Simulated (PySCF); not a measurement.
# Worked example: chemical shift, span and skew from a shielding tensor

CH₅NSZn, SMILES C[S][Zn][NH2]. Atoms are numbered in the order given.

```xyz
9

Zn    -0.0926    -0.6712     0.0000
N      0.2960    -2.4380     0.0000
H      0.6578    -2.9050     0.8257
H      0.6578    -2.9050    -0.8257
S     -0.6602     1.4166     0.0000
C      0.9942     2.1976     0.0000
H      1.5751     1.9381     0.8971
H      0.8390     3.2862     0.0000
H      1.5751     1.9381    -0.8971
```
Charge 0, spin multiplicity 1.

Coordinates come from a ωB97X-D3(BJ)/def2-SVP optimisation. The structure was generated by enumeration; whether it is a known compound was not checked. Other conformers were not sampled.

GIAO shieldings from PBE/pcSseg-1 in PySCF, non-relativistic, no solvent. The symmetric part of the tensor of N2 has the principal values 228.6, 265.8, 303.0 ppm. The same nucleus in NH3 has σ = 267.0 ppm at this level (PySCF, at its B3LYP-D3(BJ)/def2-TZVP geometry).

Question: Work out the isotropic shielding, the ¹⁵N shift against NH3, the span and the skew.

Answer: 
σ(iso) = (σ11 + σ22 + σ33)/3 = 265.8 ppm. δ = σ(ref) − σ(iso) = 267.0 − (265.8) = 1.2 ppm.
Span Ω = σ33 − σ11 = 74.4 ppm. Skew κ = 3(σ(iso) − σ22)/Ω = 0.00. Tumbling in solution averages the tensor to δ; in a static solid the shielding alone would spread this spin-1/2 line over Ω.
